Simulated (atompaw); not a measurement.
# N (Z = 7) PAW (atompaw): all-electron and pseudo phase curves

nitrogen (N), PAW, made with atompaw 4.2.0.5 (PBE, scalar-relativistic). Core [He], reference 2s1.5 2p3.5. Waves: 2s (bound): rc 0.80 bohr; 2s channel at -1 Ry: rc 0.80 bohr; 2p (bound): rc 2.10 bohr; 2p channel at 0.2 Ry: rc 2.10 bohr; 3d channel at -0.2 Ry: rc 2.10 bohr. Local part: ultrasoft scheme with l = 3 at 0.5 Ry, radius 2.10 bohr. Core correction: smooth core density matched at 1.10 bohr. Augmentation charge: besselshape compensation charge, radius 1.70 bohr; PAW radius 2.10 bohr; waves and projectors: custom rrkj vanderbiltortho.

The phase is arctan(r·u′/u) with u = r·R(r), unwrapped; energies in Ry, scanned from -3 to 5 Ry. A pole is an energy at which the radial function vanishes at the test radius. The pseudo phase is shifted by a multiple of π to meet the all-electron one at the reference energy, and phase errors are pseudo minus all-electron; the curves can meet again beyond the range given. Levels narrower than the energy grid can be missing from the lists of poles.

Problem. For each channel, where are the poles, and over which energies does the pseudopotential scatter like the atom?

Solution.

```tsv
channel	radius (bohr)	reference energy (Ry)	poles, all-electron	poles, pseudo	unbroken range about the reference energy with phases within 0.05 rad	phase error 1 Ry above the reference energy (rad)
s	2.10	-1.38	-0.81	-0.81	the whole range	-0.000
p	2.10	-0.54	0.08	0.08	below 2.9	+0.000
d	2.10	-0.20	4.81	none	the whole range	+0.001
```

Phases in the d channel:

| E (Ry) | all-electron | pseudo |
| --- | --- | --- |
| -3.00 | 1.330 | 1.330 |
| -2.52 | 1.315 | 1.315 |
| -2.04 | 1.296 | 1.296 |
| -1.56 | 1.272 | 1.272 |
| -1.08 | 1.242 | 1.242 |
| -0.60 | 1.202 | 1.202 |
| -0.12 | 1.146 | 1.146 |
| 0.36 | 1.061 | 1.061 |
| 0.84 | 0.917 | 0.918 |
| 1.32 | 0.640 | 0.645 |
| 1.80 | 0.066 | 0.086 |
| 2.28 | -0.669 | -0.638 |
| 2.76 | -1.096 | -1.070 |
| 3.24 | -1.304 | -1.281 |
| 3.72 | -1.422 | -1.400 |
| 4.20 | -1.500 | -1.476 |
| 4.68 | -1.557 | -1.531 |
